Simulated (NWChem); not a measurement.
# K, doublet

Program: NWChem. Pople sets run with spherical d functions. Spin-unrestricted. No stability test was run on the SCF state. Fermi-contact couplings, non-relativistic, static geometry.

Estimate the computed values for CAM-B3LYP/6-31G*. Quantities: <S²>.


```yaml
"<S²>": 0.750
```
